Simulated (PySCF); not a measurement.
Vertical excitation energies

Compound: C3H7NO2Si2.
SMILES: `CC1=N[SiH2]O[SiH2]C1=O`

Theory: TDDFT wB97X-D/def2-SVPD, vertical, gas phase, core orbitals frozen in the response in PySCF 2.14.0, density-fitted response routines. Geometry: GFN2-xTB, one conformer, isolated molecule.

Q: Predict the UV-vis stick spectrum at this level.

A: 

| state | λ (nm) | E (eV) | f | main configurations (H = HOMO, L = LUMO) |
| --- | --- | --- | --- | --- |
| S1 | 509.9 | 2.43 | 0.0009 | H→L (95%) |
| S2 | 297.2 | 4.17 | 0.0027 | H-1→L (44%), H→L+1 (30%), H-2→L (14%) |
| S3 | 239.0 | 5.19 | 0.0006 | H→L+1 (59%), H-1→L (30%) |
| S4 | 208.1 | 5.96 | 0.073 | H-2→L (73%), H-1→L (22%) |
| S5 | 201.9 | 6.14 | 0.0006 | H→L+2 (68%), H→L+3 (14%) |
| S6 | 194.4 | 6.38 | 0.111 | H-3→L (80%) |
| S7 | 191.5 | 6.47 | 0.0097 | H→L+3 (59%), H→L+2 (15%) |
| S8 | 182.6 | 6.79 | 0.013 | H-1→L+1 (36%), H-4→L (18%), H-6→L (12%) |

Triplets (Tamm–Dancoff): T1 1.91 eV, H→L (93%); T2 3.57 eV, H-1→L (46%), H→L+1 (28%), H-2→L (11%); T3 4.49 eV, H-3→L (43%), H-2→L (32%).

The lowest singlet lies at 2.43 eV (510 nm, visible) and is very weak; its leading configuration is HOMO→LUMO (95%). The most intense listed level is S6 at 6.38 eV (194 nm, f = 0.111), 3.95 eV above S1. Löwdin shares by element: HOMO oxygen 26% or more, nitrogen 24%, carbon 23% or more (atoms not listed hold the other 27%); LUMO carbon 41% or more, oxygen 26% or more, nitrogen 17% (atoms not listed hold the other 16%). The oscillator strengths of these states sum to 0.211; summed over the whole spectrum of an exact calculation they would give the number of electrons, 76 (Thomas–Reiche–Kuhn). Weighted by f, the mean energy of these states is 6.21 eV. Of the 8 states listed, 3 reach f = 0.01 and none stays under 0.0005. S1 lies in the visible range (380 to 750 nm), at 510 nm, f = 0.0009; light of that wavelength is green, and its complementary colour is purple; a Tamm–Dancoff triplet lies at 650 nm, without intensity as long as spin–orbit coupling is left out. Only the lowest 8 singlets were computed, as vertical energies without vibronic structure.

The run took 1.7 min of wall time on Arm Neoverse N1, one thread, shared host, and the process peaked at 0.99 GiB of memory.
